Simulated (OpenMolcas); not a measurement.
## What dynamic correlation does to the levels of Mo

```
Program             : OpenMolcas 26.06
Basis               : ANO-R1 [6s4p3d1f]
Scalar Hamiltonian  : X2C, finite nucleus
Active space        : 6 electrons in 6 orbitals (4d 5s)
State averaging     : 2S+1 = 7 even, 1 root; 2S+1 = 5 even, 23 roots kept (CI in the orbitals of an earlier block); 2S+1 = 3 even, 30 roots kept (CI in the orbitals of an earlier block); 2S+1 = 1 even, 1 root kept (CI in the orbitals of an earlier block, 0 in the spin-orbit step)
Spin-orbit coupling : state interaction with AMFI integrals over the reference wave functions, term energies averaged over their components
```

Methods on the same reference wave functions:
A. CASSCF
B. SS-CASPT2, IPEA 0.25 Eh, imaginary shift 0.1 Eh (closed shells correlated: 4s 4p)
C. MS-CASPT2, IPEA 0.25 Eh, imaginary shift 0.1 Eh (closed shells correlated: 4s 4p)

Energies in cm-1 above 4d5 5s 7S3, the measured ground level; measured values from NIST Handbook of Basic Atomic Spectroscopic Data.

```json
{"Level": "4d5 5s 7S3", "A": "0.0", "B": "0.0", "C": "0.0", "Measured": "0.0"}
{"Level": "4d5 5s 5S2", "A": "16845", "B": "13250", "C": "13260", "Measured": "10768"}
{"Level": "4d4 5s2 5D0", "A": "20332", "B": "13460", "C": "11860", "Measured": "10966"}
{"Level": "4d4 5s2 5D1", "A": "20422", "B": "13550", "C": "11990", "Measured": ""}
{"Level": "4d4 5s2 5D2", "A": "20601", "B": "13740", "C": "12250", "Measured": ""}
{"Level": "4d4 5s2 5D3", "A": "20867", "B": "14010", "C": "12640", "Measured": ""}
{"Level": "4d4 5s2 5D4", "A": "21242", "B": "14370", "C": "13150", "Measured": ""}
{"Level": "4d5 5s 5G4", "A": "23047", "B": "20740", "C": "20740", "Measured": ""}
{"Level": "4d5 5s 5G5", "A": "23047", "B": "20740", "C": "20740", "Measured": ""}
{"Level": "4d5 5s 5G3", "A": "23047", "B": "20740", "C": "20740", "Measured": ""}
{"Level": "4d5 5s 5G2", "A": "23047", "B": "20740", "C": "20740", "Measured": "16641"}
{"Level": "4d5 5s 5G6", "A": "23047", "B": "20740", "C": "20740", "Measured": ""}
{"Level": "4d5 5s 5P3", "A": "26242", "B": "22330", "C": "22400", "Measured": ""}
{"Level": "4d5 5s 5P2", "A": "26260", "B": "22350", "C": "22440", "Measured": ""}
{"Level": "4d5 5s 5P1", "A": "26298", "B": "22490", "C": "22550", "Measured": ""}
```

Deviations, from unrounded energies. A percentage is the sum of absolute deviations over the sum of measured energies, with the sign that they share, or ± where signs differ.

| Against measurement | Levels | A | B | C |
| --- | --- | --- | --- | --- |
| mean absolute deviation (cm-1) | 3 | 7300 | 3000 | 2500 |
| other terms of the ground configuration (%) | 2 | +45.5 | +24.0 | +24.0 |
| other configurations (%) | 1 | +85.4 | +22.7 | +8.1 |

C lies closest to measurement on these levels and A furthest from it. The largest miss of C in the table is 4d5 5s 5G2, by +4100 cm-1. The ranking rests on the paired levels alone, and a cruder setting can come out closer through cancelling errors.

Between B and C the level of the table that moves most is 4d4 5s2 5D0, by 1600 cm-1 (lowest in C, highest in B). Moves below CASPT2's spread within the term are not significant.

The mean deviations of B to C differ by less than CASPT2's widest spread within a term (540 cm-1), so their order carries little weight.

From A to B the spin-free energies of the other terms of 4d5 5s shown, above 7S, scale by factors of 0.79 to 0.90.

The lowest spin-free term lies below A's lowest term by 0.253 hartree in B, 0.253 hartree in C.

CASPT2 does not keep the components of a term degenerate, so their means are used; among the terms shown or strongly mixed into the levels shown the widest spread is 540 cm-1 (4d5 5s 5G, C). Some high roots are left out of the spin-orbit mixing, which shifts the levels that they would mix with. Terms from blocks run as CI alone lack orbitals of their own. Configurations are named by rounded mean occupations; where the s occupation lies near a half they are strongly mixed, a name can repeat and a true partner stay unpaired. A single d shell beside an s shell can misplace configurations of different d count against each other. Without dynamic correlation excited terms often stand tens of per cent too high (terms of higher spin than the ground term too low), and those without a measured partner can miss by more than the paired ones (holds for A). Some terms miss by over 15 % even with CASPT2, which points to a basis or an active space too small for the shells correlated (holds for B; C). Measured partners are found by configuration, term and J. A level has none where our copy of the source lacks it or the pairing is in doubt (some pairs that miss far off the trend of their configuration count as doubtful), and it then counts in no deviation. Only configurations of the active space appear. The table leaves out levels that lie high or whose names do not pair safely across all columns.
